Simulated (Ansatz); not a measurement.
Species: C₃H₁₀GeN, net charge 0, doublet state. SMILES: [CH2][N]([GeH3])CC
Geometry: optimised at B3LYP-D3(BJ)/def2-TZVP (Ansatz, a quantum-chemistry and plane-wave program).

Wanted: atomisation energy, in kcal/mol. Terms: atomisation electronic, to ground-state atoms; UHF or UKS for open shells; non-relativistic; no spin-orbit coupling; no dispersion term unless named. Ab initio and DFT rows: single points at B3LYP-D3(BJ) geometries (Ansatz).

```json
[
 {"species": "[CH2][N]([GeH3])CC", "coefficient": "-1", "E at HF/3-21G (Ansatz), Eh": "-2238.22026", "E at wB97M-V/def2-TZVPD (Ansatz), Eh": "-2251.87155"},
 {"species": "C atom", "coefficient": "+3", "E at HF/3-21G (Ansatz), Eh": "-37.48107", "E at wB97M-V/def2-TZVPD (Ansatz), Eh": "-37.84643"},
 {"species": "Ge atom", "coefficient": "+1", "E at HF/3-21G (Ansatz), Eh": "-2065.31136", "E at wB97M-V/def2-TZVPD (Ansatz), Eh": "-2076.80617"},
 {"species": "H atom", "coefficient": "+10", "E at HF/3-21G (Ansatz), Eh": "-0.49620", "E at wB97M-V/def2-TZVPD (Ansatz), Eh": "-0.49411"},
 {"species": "N atom", "coefficient": "+1", "E at HF/3-21G (Ansatz), Eh": "-54.10539", "E at wB97M-V/def2-TZVPD (Ansatz), Eh": "-54.59266"}
]
```

 1 Eh = 627.5095 kcal/mol.

Compute it at each level from the table.


- HF/3-21G: the sum of coefficient times E is 1.39830 Eh, or 877.45 kcal/mol. Result: 877.4 kcal/mol.
- wB97M-V/def2-TZVPD: the sum of coefficient times E is 1.99233 Eh, or 1250.21 kcal/mol. Result: 1250.2 kcal/mol.
